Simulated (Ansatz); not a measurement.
Ansatz (a quantum-chemistry and plane-wave program) job for AlH, SMILES [AlH] (connectivity only; charge and spin as stated), neutral, multiplicity 1, PBE/def2-TZVPD. The structure is a stationary point at B3LYP-D3(BJ)/def2-TZVPD.

Ansatz 0.2 input:
```yaml
crystal:
  periodic: [false, false, false]
  atoms:
    - {symbol: Al, position_ang: [0.00000000, 0.00000000, -0.11869917]}
    - {symbol: H, position_ang: [0.00000000, 0.00000000, 1.54308927]}
basis:
  gaussian:
    orbitals: def2-TZVPD
hamiltonian:
  xc: {name: PBE}
```

It prints:

```
WARN ansatz: RAYON_NUM_THREADS=1 ignored (pool sized by the plan → 1); use --threads N
Functional definition: PBE
integrals: 0.01 GiB planned
315 factors; their error is unknown
mean field: 0.08 GiB planned
mean field evaluation 1: about -6607.2059 eV, gradient 1.3e1 eV
mean field evaluation 2: about -6607.3434 eV, gradient 1.0e1 eV
mean field evaluation 4: about -6607.9550 eV, gradient 2.5e-1 eV
mean field evaluation 8: about -6607.9535 eV, gradient 9.4e-4 eV
mean field -6607.95354552 eV, -242.8378137661 hartree, gradient 4.6e-6 eV, S^2 0.000000; 0 other end points of the search recorded, 0 dependent functions left out
reference -6607.95357540 eV, -242.8378148641 hartree; 7, 7 occupied and 45, 45 virtual orbitals, 315 factors
Total energy: -6607.95357540 eV, -242.8378148641 hartree
```

Self-consistency was reached.

Cost: roughly 0.18 core-seconds.
